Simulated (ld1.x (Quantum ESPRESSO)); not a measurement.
**Which change was made? (Te, TM)**

```
Element                 : tellurium
Generator               : ld1.x (Quantum ESPRESSO) 7.5
Type                    : norm-conserving Troullier–Martins (Kleinman–Bylander form)
Functional              : PBE
Relativity              : scalar-relativistic
Frozen core             : [Kr] 4d10
Valence charge          : 6
Reference configuration : 5s2 5p4
Partial waves           : 5s (bound): rc 1.60 bohr; 5d channel at 0.25 Ry: rc 1.55 bohr; 5p (bound): rc 1.90 bohr
Local potential         : the p channel
Core correction         : none
```

Cutoffs, loose and tight: the cutoffs (Ry, on a coarse ladder) from which the occupation-weighted sum of valence levels, in a spherical-Bessel basis at the reference potential, stays within 10 and 1 mRy of its value at 400 Ry. They do not see the model core or the augmentation charge, which bear on the density cutoff. Test errors are all-electron minus pseudo excitation energies from the reference, over the configurations 5s2 5p3; 5s2 5p2; 5s2 5p1; 5s2 5p3.5; 5s2 5p4.3; 5s1 5p5; 5s1 5p4; variants that change the core or the reference have their own tests. The largest error is taken over the tests solved by every variant that gives reliable tests at all, those not shown here included: 5s2 5p2; 5s2 5p3; 5s2 5p4.3.

The base gives: outcome: generated; cutoff, loose: 30 Ry; cutoff, tight: 70 Ry; bound ghosts: d; largest test error (meV): -9.6.

After one change the result is: outcome: generated; cutoff, loose: 30 Ry; cutoff, tight: 60 Ry; bound ghosts: d; largest test error (meV): -1.6. Which change was it?
A. wave 5p (bound): rc 1.90 bohr becomes 5p (bound): rc 1.26 bohr
B. wave 5p (bound): rc 1.90 bohr becomes 5p (bound): rc 2.58 bohr
C. wave 5p (bound): rc 1.90 bohr becomes 5p (bound): rc 2.18 bohr
D. wave 5p (bound): rc 1.90 bohr becomes 5p (bound): rc 1.42 bohr
E. wave 5p (bound): rc 1.90 bohr becomes 5p (bound): rc 2.84 bohr

B. The others give: wave 5p (bound): rc 1.90 bohr becomes 5p (bound): rc 1.42 bohr → outcome: generated; cutoff, loose: 140 Ry; cutoff, tight: 200 Ry; bound ghosts: s, d; largest test error (meV): +38 | wave 5p (bound): rc 1.90 bohr becomes 5p (bound): rc 2.84 bohr → outcome: generated; cutoff, loose: 30 Ry; cutoff, tight: 60 Ry; bound ghosts: d, s; largest test error (meV): +221 | wave 5p (bound): rc 1.90 bohr becomes 5p (bound): rc 2.18 bohr → outcome: generated; cutoff, loose: 30 Ry; cutoff, tight: 60 Ry; bound ghosts: d; largest test error (meV): -15 | wave 5p (bound): rc 1.90 bohr becomes 5p (bound): rc 1.26 bohr → outcome: generated, misses its reference levels by 0.40 eV; bound ghosts: s, d, p (extra level of the local part); largest test error (meV): +329.
